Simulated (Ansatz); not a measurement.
Program: Ansatz. Geometries: PBE0-D4/def2-TZVP. ΔE: electronic, gas phase. CCSD(T)/CBS adds triple-zeta CCSD(T) − MP2 to the extrapolated MP2 energy (def2 sets, frozen cores). Each species was taken in one conformer, which may not be the lowest.

Consider the formal exchange of groups at a C–C bond: `CC(C)O[SiH3]` + `[SiH3][SiH]1[CH2][AlH]1` → `C[C@@H]1[AlH][Si@H]1[SiH3]` + `CCO[SiH3]`.

```json
{"level": "HF/def2-TZVPP", "ΔE (kJ/mol)": "26.0"}
{"level": "SCS-MP2/def2-QZVPP", "ΔE (kJ/mol)": "25.2"}
```

What does CCSD(T)/CBS give? (An estimate is asked.)

The calculation gave: +27.7 kJ/mol. The listed levels differ from it by -1.7, -2.5 kJ/mol.

Largest T1 diagnostic among the species: 0.014.

The D4 term adds +3.1 kJ/mol with B3LYP and +1.5 kJ/mol with PBE0; it sums over pairs of atoms, weighted by their polarisabilities, and B3LYP, whose exchange is more repulsive, gets the larger term.

B3LYP here is the variant with VWN-RPA as its local correlation; programs differ in this.
